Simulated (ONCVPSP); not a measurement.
**Pseudopotential generation for boron (B): ONCV, PBE, scalar-relativistic.**

Input for ONCVPSP 4.0.1:

```
# ATOM AND REFERENCE CONFIGURATION
# atsym  z   nc   nv     iexc    psfile
  B 5.00    1    2        4      upf
#
#   n    l    f
    1    0    2.00
    2    0    2.00
    2    1    1.00
#
# PSEUDOPOTENTIAL AND OPTIMIZATION
# lmax
    2
#
#   l,   rc,      ep,       ncon, nbas, qcut
    0    1.50    0.00    4    8    4.10
    1    3.65    0.00    4    8    4.50
    2    3.75    0.21    3    6    2.80
#
# LOCAL POTENTIAL
# lloc, lpopt,  rc(5),   dvloc0
    4    5    1.20    3.00
#
# VANDERBILT-KLEINMAN-BYLANDER PROJECTORs
# l, nproj, debl
    0    3    3.00
    1    2    3.30
    2    2    2.60
#
# MODEL CORE CHARGE
# icmod, fcfact, rcfact
    3    4.25    1.35
#
# LOG DERIVATIVE ANALYSIS
# epsh1, epsh2, depsh
   -2.00    5.00    0.02
#
# OUTPUT GRID
# rlmax, drl
    6.00    0.01
#
# TEST CONFIGURATIONS
# ncnf
    4
# nvcnf
#   n    l    f
    2
    2    0    2.00
    2    1    0.00
#
    2
    2    0    1.00
    2    1    0.00
#
    2
    2    0    2.00
    2    1    0.50
#
    2
    2    0    1.00
    2    1    1.00
#
```

Command:

```bash
oncvpsp.x < B.dat > B.out
```

Output (shortened: citation, most of the input echo, consistency checks and plot data are left out):

```
ONCVPSP  (Optimized Norm-Conservinng Vanderbilt PSeudopotential)
scalar-relativistic version 4.0.1

#   n    l    f        energy (Ha)
    1    0    2.00    -6.6365639E+00
    2    0    2.00    -3.4702672E-01
    2    1    1.00    -1.3254806E-01

Reference configufation results
  iterations    23
  all-electron total energy (Ha)   -2.46031956D+01

Begin loop to  construct optimized pseudo wave functions
and semi-local pseudopoentials for all angular momenta

   Wellstate for l =  0  n =  4
     eigenvalue =   2.6530
     asymptotic potential =   3.1530
     half-point radius =  3.1960

   Wellstate for l =  0  n =  5
     eigenvalue =   5.6530
     asymptotic potential =   6.1530
     half-point radius =  2.9758

Calculating optimized projector #   1

 for l=   0

    Fraction of norm inside rc  0.340530
    Optimizing pswf for qcut=   4.09 a_B^-1,  ecut=   8.36 Ha
    Residual kinetic energy error=  2.00D-03 Ha

    Energy error per electron        Cutoff
         Ha          eV             Ha
         0.01000     0.27211        5.06
         0.00100     0.02721       11.05
         0.00010     0.00272       66.09
         0.00001     0.00027       79.79

Calculating optimized projector #   2

 for l=   0

    Fraction of norm inside rc  0.106350
    Optimizing pswf for qcut=   4.09 a_B^-1,  ecut=   8.36 Ha
    Residual kinetic energy error=  1.71D-02 Ha

    Energy error per electron        Cutoff
         Ha          eV             Ha
         0.01000     0.27211        9.10
         0.00100     0.02721       22.06
         0.00010     0.00272       56.71
         0.00001     0.00027       90.34

Calculating optimized projector #   3

 for l=   0

    Fraction of norm inside rc  0.091843
    Optimizing pswf for qcut=   4.09 a_B^-1,  ecut=   8.36 Ha
    Residual kinetic energy error=  1.15D-01 Ha

    Energy error per electron        Cutoff
         Ha          eV             Ha
         0.01000     0.27211       13.92
         0.00100     0.02721       37.81
         0.00010     0.00272      118.69
         0.00001     0.00027      139.34

   Wellstate for l =  1  n =  7
     eigenvalue =   3.1675
     asymptotic potential =   3.6675
     half-point radius =  6.3156

Calculating optimized projector #   1

 for l=   1

    Fraction of norm inside rc  0.866127
    Optimizing pswf for qcut=   4.50 a_B^-1,  ecut=  10.11 Ha
    Residual kinetic energy error=  4.01D-09 Ha

    Energy error per electron        Cutoff
         Ha          eV             Ha
         0.01000     0.27211        3.78
         0.00100     0.02721        5.32
         0.00010     0.00272        6.59
         0.00001     0.00027        7.65

Calculating optimized projector #   2

 for l=   1

    Fraction of norm inside rc  0.209589
    Optimizing pswf for qcut=   4.50 a_B^-1,  ecut=  10.11 Ha
    Residual kinetic energy error=  2.16D-06 Ha

    Energy error per electron        Cutoff
         Ha          eV             Ha
         0.01000     0.27211        6.58
         0.00100     0.02721        7.89
         0.00010     0.00272        8.71
         0.00001     0.00027        9.54

   Wellstate for l =  2  n =  3
     eigenvalue =   0.2100
     asymptotic potential =   0.7100
     half-point radius =  6.6882

   Wellstate for l =  2  n =  7
     eigenvalue =   2.8100
     asymptotic potential =   3.3100
     half-point radius =  6.4481

Calculating optimized projector #   1

 for l=   2

    Fraction of norm inside rc  0.347879
    Optimizing pswf for qcut=   2.80 a_B^-1,  ecut=   3.91 Ha
    Residual kinetic energy error=  3.99D-06 Ha

    Energy error per electron        Cutoff
         Ha          eV             Ha
         0.01000     0.27211        1.01
         0.00100     0.02721        2.22
         0.00010     0.00272        3.04
         0.00001     0.00027        3.88

Calculating optimized projector #   2

 for l=   2

    Fraction of norm inside rc  0.226784
    Optimizing pswf for qcut=   2.80 a_B^-1,  ecut=   3.91 Ha
    Residual kinetic energy error=  1.51D-01 Ha

    Energy error per electron        Cutoff
         Ha          eV             Ha
         0.01000     0.27211       14.16
         0.00100     0.02721       28.44
         0.00010     0.00272       62.84

Construct Vanderbilt / Kleinmman-Bylander projectors

B matrix Hermiticity error, ll=   0
   1   2   -1.0145E-04
   1   3    1.2968E-04
   2   3    1.0111E-04

  Orthonormal projector coefficients  7.8913E+00  3.1987E+00  1.2231E+00

B matrix Hermiticity error, ll=   1
   1   2    3.4015E-05

  Orthonormal projector coefficients  1.7022E+00 -3.9081E-01

B matrix Hermiticity error, ll=   2
   1   2    1.2198E-05

  Orthonormal projector coefficients  3.3982E+00 -9.4924E-01

Model core correction analysis
  based on d2Exc/dn_idn_j

d2excae - all-electron derivatives

   -4.857781D-02   -4.036882D-02
   -4.037430D-02   -3.703053D-02

d2excps - pseudofunction derivatives with no core correction

   -4.921869D-02   -4.198167D-02
   -4.198491D-02   -3.905866D-02

rms 2nd derivative error    1.558799E-03

rmatch, rhocmatch    0.7525    0.8323

Teter function model core charge with specified parameters

d2excps - pseudofunction derivatives with core correction

   -4.814107D-02   -4.198603D-02
   -4.198980D-02   -3.926729D-02

rms 2nd derivative error    1.613931E-03

Pseudoatom total energy   -2.577400

Diagnostic tests using Vanderbilt-Kleinman-Bylander pseudopotentials
  1 or more projectors used as specified by nproj input data

   l    rcore       rmatch      e in        delta e   norm test  slope test

   0   1.5062212   1.5519534  -0.3470267  -0.0000019   1.0000230   1.0001113
   0   1.5062212   1.5519534   2.6529733   0.0000058   1.0001514   1.0001514
   0   1.5062212   1.5519534   5.6529733   0.0001500   1.0002217   1.0002217

   1   3.6508157   3.7616624  -0.1325481  -0.0000001   0.9999777   0.9999790
run_diag: lschvkbbe ERROR   2   5   1  60  3.16745194E+00  3.53419713E+00
   1   3.6508157   3.7616624   3.1674519   0.3667452   1.5021541  15.8078608

   2   3.7616624   3.8758746   0.2100000  -0.0000069   0.9997589   0.9997589
run_diag: lschvkbbe ERROR   2   5   2  60  2.81000001E+00  3.13694783E+00
   2   3.7616624   3.8758746   2.8100000   0.3269478   0.1555205   0.5263930

 Testing for bound ghosts
   n   l    E NL Schr. Eq   E Basis Diag.   E Cutoff

   1   0       -0.347029       -0.331496    152.93

   2   1       -0.132548       -0.132429     22.73

 Testing for highly-localized positive-energy ghosts
       l    <radius>/rc     E Basis Diag.   E Cutoff

       1        0.827218        3.632179     22.73  WARNING - GHOST(+)

       2        0.699170        2.513607     12.87  WARNING - GHOST(+)

Test configuration 0

   n   l     f        eae           eps        diff
   1   0  2.0000   -6.63656389
   2   0  2.0000   -0.34702672   -0.34702866   -1.94D-06
   2   1  1.0000   -0.13254806   -0.13254813   -6.93D-08

    Total energies and differences
      AE_ref= -2.46031956D+01  AE_tst= -2.46031956D+01  dif=  0.00D+00
      PS_ref= -2.57739995D+00  PS_tst= -2.57739995D+00  dif=  2.22D-15
      PSP excitation error= -2.22D-15

Test configuration 1

   n   l     f        eae           eps        diff
   1   0  2.0000   -7.11562878
   2   0  2.0000   -0.71701471   -0.70846076    8.55D-03

    Total energies and differences
      AE_ref= -2.46031956D+01  AE_tst= -2.43011379D+01  dif=  3.02D-01
      PS_ref= -2.57739995D+00  PS_tst= -2.28078290D+00  dif=  2.97D-01
      PSP excitation error=  5.44D-03

Test configuration 2

   n   l     f        eae           eps        diff
   1   0  2.0000   -7.76055369
   2   0  1.0000   -1.15669543   -1.14288205    1.38D-02

    Total energies and differences
      AE_ref= -2.46031956D+01  AE_tst= -2.33668887D+01  dif=  1.24D+00
      PS_ref= -2.57739995D+00  PS_tst= -1.35738811D+00  dif=  1.22D+00
      PSP excitation error=  1.63D-02

Test configuration 3

   n   l     f        eae           eps        diff
   1   0  2.0000   -6.85128711
   2   0  2.0000   -0.51925661   -0.51969890   -4.42D-04
   2   1  0.5000   -0.29720320   -0.29410952    3.09D-03

    Total energies and differences
      AE_ref= -2.46031956D+01  AE_tst= -2.44970902D+01  dif=  1.06D-01
      PS_ref= -2.57739995D+00  PS_tst= -2.47160712D+00  dif=  1.06D-01
      PSP excitation error=  3.13D-04

Test configuration 4

   n   l     f        eae           eps        diff
   1   0  2.0000   -7.13019314
   2   0  1.0000   -0.71999741   -0.73731800   -1.73D-02
   2   1  1.0000   -0.49454516   -0.49618024   -1.64D-03

    Total energies and differences
      AE_ref= -2.46031956D+01  AE_tst= -2.40754543D+01  dif=  5.28D-01
      PS_ref= -2.57739995D+00  PS_tst= -2.04146063D+00  dif=  5.36D-01
      PSP excitation error= -8.20D-03
```

The run took about 3 s on one core of a shared server CPU.
